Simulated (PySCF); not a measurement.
Species: C4H4GeO2.
Bonds: O1–C2 (double), C2–C3, C3–O4 (double), C3–C5, C5–C6 (triple), C6–Ge7. Hydrogens: H8 on C2; H9, H10, H11 on Ge7.

Computed by this run: PySCF, PBE0-D3(BJ)/def2-SVP geometry optimisation, gas phase; density fitting, grid level 1; the optimiser is geomeTRIC in internal coordinates, started from a GFN2-xTB structure with every atom displaced at random (about 0.01 Å).

Step 0: E = -64792.5884 eV
```
atom  x, y, z in Å  |  force x, y, z in eV/Å
O1     -2.4028    1.1226   -0.1952    0.185   1.436   0.530
C2     -2.5483    0.0207   -0.5944    0.210  -1.204  -0.330
C3     -1.4501   -1.0323   -0.6048    0.998   0.954   0.549
O4     -1.6085   -2.1412   -1.0188   -0.718  -1.087  -0.549
C5     -0.1949   -0.5593   -0.0833    0.198   0.189   0.157
C6      0.8298   -0.0877    0.3762    0.134  -0.026   0.022
Ge7     2.4466    0.6297    1.0894   -0.995  -0.059   0.184
H8     -3.4723   -0.3719   -1.0069   -1.091  -0.303  -0.420
H9      2.1624    2.0392    1.5229   -0.070   0.573   0.152
H10     2.8207   -0.2159    2.2617    0.239  -0.444   0.602
H11     3.4556    0.5701    0.0224    0.909  -0.028  -0.896
```

Problem. Estimate the geometry and energy of step 1. (The exact step hangs on the optimiser's Hessian estimate; all steps are aligned on step 0, rigid shifts and turns removed.)

Solution. E = -64792.7189 eV, largest force 0.318 eV/Å
```
atom  x, y, z in Å  |  force x, y, z in eV/Å
O1     -2.5069    1.1250   -0.2206   -0.090  -0.076  -0.041
C2     -2.6078    0.0003   -0.6202    0.051   0.120   0.026
C3     -1.4445   -1.0002   -0.6007   -0.241  -0.157  -0.091
O4     -1.6273   -2.1201   -1.0223    0.058   0.108   0.043
C5     -0.1968   -0.5147   -0.0641   -0.002  -0.052  -0.031
C6      0.8563   -0.0985    0.3877    0.095   0.100   0.069
Ge7     2.4750    0.6211    1.1085    0.194  -0.014  -0.080
H8     -3.5532   -0.4297   -1.0478    0.174  -0.003   0.058
H9      2.2055    2.0758    1.5395    0.024  -0.136  -0.041
H10     2.8856   -0.2480    2.3166   -0.048   0.098  -0.147
H11     3.5523    0.5632   -0.0074   -0.215   0.011   0.234
```

The energy changes by -0.1305 eV. The first-order estimate −F·Δx gives -0.3339 eV and the mean of the old and new forces, exact on a quadratic surface, -0.1363 eV. The step makes an angle of 67° with the force vector and moves no atom by more than 0.107 Å.

The cost below is that of the whole optimisation. On an Arm Neoverse V2 with one thread (shared host), this took 67 s and 0.56 GiB of memory at its peak.
